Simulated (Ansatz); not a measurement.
Isolated molecules relaxed with PBE0-D4/def2-TZVP in Ansatz; ΔE leaves out vibrations. CBS: MP2 limit from def2 TZ/QZ plus the TZ coupled-cluster correction, frozen cores. This one scheme is used for every species. Functionals use def2-TZVPP. B3LYP here is the variant with VWN-RPA as its local correlation; programs differ in this. HSE06 is defined as in plane-wave codes. Each species was taken in one conformer, which may not be the lowest.

Consider the redistribution: `CC1=CC(C)=[O+][B-](C)(O)O1` + `[OH][AlH][Cl]` → `CBO` + `CC1=CC(C)=[O+][Al-]([OH])([Cl])[O]1`.

```csv
level,ΔE (kJ/mol),difference from CCSD(T)/CBS
LDA (SPW92),-117.5,30.9
revPBE-D4,-134.0,14.4
BLYP-D4,-148.9,-0.5
r2SCAN-D4,-149.0,-0.6
B97M-V,-139.4,9.0
PBE0-D4,-142.7,5.7
r2SCANh-D4,-150.2,-1.8
HSE06-D4,-142.6,5.8
BHLYP-D4,-163.6,-15.2
CAM-B3LYP-D4,-151.9,-3.5
ωB97X-V,-145.3,3.1
ωB97M-V,-143.6,4.8
B2PLYP,-151.7,-3.3
PBE-QIDH,-144.4,4.0
PBE,-136.7,11.7
revPBE,-142.2,6.2
BLYP,-151.6,-3.2
r2SCAN,-149.5,-1.1
PBE0,-143.3,5.1
B3LYP,-155.3,-6.9
r2SCANh,-150.5,-2.1
r2SCAN0,-152.0,-3.6
HSE06,-143.0,5.4
CAM-B3LYP,-152.2,-3.8
LC-ωPBE,-144.8,3.6
RPA@PBE/def2-TZVPP,-138.4,10.0
HF/def2-SVP,-170.6,-22.2
MP2/def2-SVP,-137.8,10.6
CCSD/def2-SVP,-143.4,5.0
CCSD(T)/def2-SVP,-138.0,10.4
HF/def2-TZVPP,-177.4,-29.0
MP2/def2-TZVPP,-141.0,7.4
SCS-MP2/def2-TZVPP,-146.5,1.9
CCSD/def2-TZVPP,-148.0,0.4
CCSD(T)/def2-TZVPP,-142.2,6.2
MP2/def2-QZVPP,-145.7,2.7
SCS-MP2/def2-QZVPP,-151.4,-3.0
HF/CBS(def2),-181.2,-32.8
MP2/CBS(def2),-147.2,1.2
CCSD/CBS(def2),-154.2,-5.8
CCSD(T)/CBS,-148.4,0
```

Largest T1 diagnostic among the species: 0.016.

At CCSD(T), def2-SVP lies +10.4 kJ/mol from the extrapolated value and def2-TZVPP +6.2 kJ/mol. From BLYP to BHLYP (50 % exact exchange), in def2-TZVPP and without D4, ΔE moves by −10.7 kJ/mol.

CCSD(T)/CBS has its own doubt, a few kJ/mol and more with outer-core shells, so smaller differences from it don't rank the levels.
